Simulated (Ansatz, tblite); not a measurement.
Cost and result up the ladder for Zn₃ (3 atoms). Charge 0, multiplicity 1. Geometry: PBE0/def2-TZVP.

```csv
atom,x (Å),y (Å),z (Å)
Zn1,-1.089,0.847,1.002
Zn2,1.591,0.576,-0.208
Zn3,-0.502,-1.423,-0.793
```

Ansatz on 4 threads of AMD EPYC 9B45 on a shared host; xTB runs through tblite on one thread. Times are rough, summed over both states, and most runs start from the orbitals of an earlier one. RPA@PBE/def2-TZVP serves as the yardstick here, not as an exact answer. The other state is a triplet at its own geometry, which has other bonds, so the gap mixes isomer and spin.

The xTB rows come from tblite. Correlated methods freeze 27 core orbitals. HOMO above LUMO, or a gap near zero within one spin, warns that the state may not be the lowest or that an electron is smeared out. The structure comes from a short search, and lower isomers may exist.

Run but left out: HF/STO-3G (triplet: ⟨S²⟩ 5.53, where a pure state has 2.00).

Correlated methods converge slowly with the basis.

xTB has no spin-polarisation term.

```tsv
level	functions	triplet − singlet (eV)	difference from RPA@PBE/def2-TZVP (eV)	remarks
r2SCAN/def2-TZVP (with forces)	144	1.56	-0.38	–
PBE/def2-TZVP	144	1.88	-0.06	gap within one spin near zero (triplet)
GFN1-xTB	12	3.29	1.35	–
LDA (SPW92)/def2-TZVP	144	1.89	-0.05	gap within one spin near zero (triplet)
revPBE/def2-TZVP	144	1.87	-0.07	–
HF/def2-TZVP	144	1.16	-0.78	spin-contaminated (⟨S²⟩ 2.14) (triplet)
RPA@PBE/def2-TZVP	144	1.94	0.00	–
GFN2-xTB	12	4.99	3.05	–
```

**Question.** Estimate how long each takes.

**Answer.** GFN1-xTB 0.002 s; GFN2-xTB 0.002 s; LDA (SPW92)/def2-TZVP 1.9 s; PBE/def2-TZVP 2.2 s; revPBE/def2-TZVP 2.6 s; RPA@PBE/def2-TZVP 3.4 s; HF/def2-TZVP 4.7 s; r2SCAN/def2-TZVP (with forces) 5.9 s. On shared hardware such times vary by a factor of up to 3.
